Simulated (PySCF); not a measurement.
Correlation energy of Mn (manganese, neutral)

[Ar] 3d5 4s2, high-spin 6S determinant. Computed with PySCF 2.14 in def2-QZVPPD, with the non-relativistic Hamiltonian (point nucleus). Frozen: [Ar]; 7 electrons correlated.

MP2 pair energies summed by pair of shells (mhartree):

| pair | energy | share (%) |
| --- | --- | --- |
| 3d-3d | -74.60 | 59.6 |
| 3d-4s | -28.37 | 22.7 |
| 4s-4s | -22.15 | 17.7 |

Total MP2 correlation energy: -125.11 mhartree.

Same-spin part -87.41 and opposite-spin part -37.71 mhartree; SCS-MP2 scales them by 1/3 and 6/5 to -74.38 mhartree.
